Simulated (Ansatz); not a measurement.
Process, species as SMILES: NB(F)F → F[B]F + [NH2] (NH2) (the B-N bond at the site shown breaks; other sites are not compared here)
Geometries: B3LYP-D3(BJ)/def2-TZVP minima from Ansatz (an electronic-structure program), one conformer each, not searched for the lowest.

Wanted: bond dissociation energy (electronic energy difference), in kcal/mol. Cores are frozen in the correlated levels unless marked. Open shells are spin-unrestricted. No spin-orbit coupling. No relativistic terms. CBS marks a two-point X^-3 extrapolation of the correlation energy; Hartree-Fock from the larger set. The bracket is a focal-point correction in the basis named.

```
level      program  bond dissociation energy (kcal/mol)
---------  -------  -----------------------------------
HF/STO-3G   Ansatz                                120.8
```

Task: Predict the RI-MP2/CBS(cc-pVTZ,cc-pVQZ)+[CCSD(T)-MP2]/cc-pVTZ result (Ansatz).

Result: 142.3 kcal/mol
